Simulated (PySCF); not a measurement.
A side-by-side comparison of computed properties.

First species: C9H5OP.
Numbering: `[CH:1]#[C:2][c:3]1[o:4][c:5]2[cH:6][cH:7][cH:8][cH:9][c:10]2[p:11]1` (hydrogens: H12 on C1; H13 on C6; H14 on C7; H15 on C8; H16 on C9)

Second species: C6H9BN2O.
Bonds: C1–C2 (aromatic), C2–O3 (aromatic), O3–C4 (aromatic), C4–B5, B5–N6, N6–C7, C7–C8, C8–N9, C4–C10 (aromatic), C1–C10 (aromatic), B5–N9. Hydrogens: H11 on C1; H12 on C2; H13 on N6; H14, H15 on C7; H16, H17 on C8; H18 on N9; H19 on C10.

Levels: PBE0/def2-SVPD for HOMO energy, LUMO energy, HOMO–LUMO gap and static isotropic polarisability; TDDFT PBE0/def2-SVPD for lowest singlet excitation; TDA PBE0/def2-SVPD for lowest triplet excitation (Tamm–Dancoff). Geometries: PBE0-D3(BJ)/def2-SVP. Each structure is a single optimised conformer of the isolated species, non-relativistic unless stated. Electronic properties by PySCF.

Which of the two has the higher static isotropic polarisability, and by how much?

The first: 140.9 au against 101.3 au, a difference of 39.6 au.

Which has the higher HOMO energy?

The second: -6.22 eV against -6.50 eV, a difference of 0.28 eV.

Which has the higher T1 energy?

The second: 3.67 eV against 2.35 eV, a difference of 1.32 eV.

Which of the two has the higher HOMO–LUMO gap, and by how much?

The second: 5.96 eV against 4.44 eV, a difference of 1.52 eV.

Which of the two has the higher LUMO energy, and by how much?

The second: -0.26 eV against -2.06 eV, a difference of 1.80 eV.

Which of the two has the higher S1 energy, and by how much?

The second: 5.05 eV against 4.05 eV, a difference of 1.00 eV.

On the first: The principal polarisabilities are 71.6, 127.0 and 224.0 au; their mean is the isotropic value. No computed singlet falls in the visible range (750 to 380 nm, 1.65 to 3.26 eV); S1 lies 0.79 eV above its blue end.

On the second: The polarisability is 15.02 Å³ as a volume (1 au = 0.148185 Å³), or 1.41 au for each of the 72 electrons. The 10 singlets span 5.05 to 6.88 eV, and their oscillator strengths add up to 0.52.
